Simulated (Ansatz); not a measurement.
Ansatz (a first-principles code) input:
A basis named .json is the Basis Set Exchange file of that set.

Ansatz 0.2 input:
```yaml
crystal:
  periodic: [false, false, false]
  atoms:
    - {symbol: Si, position_ang: [-0.04192508, -0.01840011, 0.31586512]}
    - {symbol: F, position_ang: [-0.70233183, 0.48904794, 1.67449525]}
    - {symbol: O, position_ang: [-0.53089354, 0.95925523, -0.88786652]}
    - {symbol: C, position_ang: [-0.43031809, 2.37810524, -0.87783049]}
    - {symbol: O, position_ang: [1.55309453, 0.01372357, 0.58594608]}
    - {symbol: C, position_ang: [2.53335631, -0.47793901, -0.31974983]}
    - {symbol: O, position_ang: [-0.50419849, -1.52376834, -0.04819006]}
    - {symbol: C, position_ang: [-1.78207953, -1.91539218, -0.53562823]}
    - {symbol: H, position_ang: [0.60865733, 2.69752559, -0.76240260]}
    - {symbol: H, position_ang: [-1.02438373, 2.80569278, -0.06693323]}
    - {symbol: H, position_ang: [-0.81007148, 2.74750086, -1.82958218]}
    - {symbol: H, position_ang: [2.47281249, 0.03537901, -1.28323027]}
    - {symbol: H, position_ang: [2.40906734, -1.55084190, -0.48053013]}
    - {symbol: H, position_ang: [3.51325812, -0.29312036, 0.11819065]}
    - {symbol: H, position_ang: [-1.70813496, -2.94854038, -0.87266170]}
    - {symbol: H, position_ang: [-2.53163675, -1.85429344, 0.25679129]}
    - {symbol: H, position_ang: [-2.09140303, -1.28546005, -1.37207570]}
basis:
  gaussian:
    orbitals: cc-pwCVTZ.json
magnetization: {spin_polarized: false}
correlation: {method: ccsd_t, frozen_orbitals: {C: 0, F: 0, H: 0, O: 0, Si: 1}}
```

Q: Which total energy does the run end on?

A: -734.54963 Eh (CCSD(T,core; 1s of Na to Cl frozen)/cc-pwCVTZ).
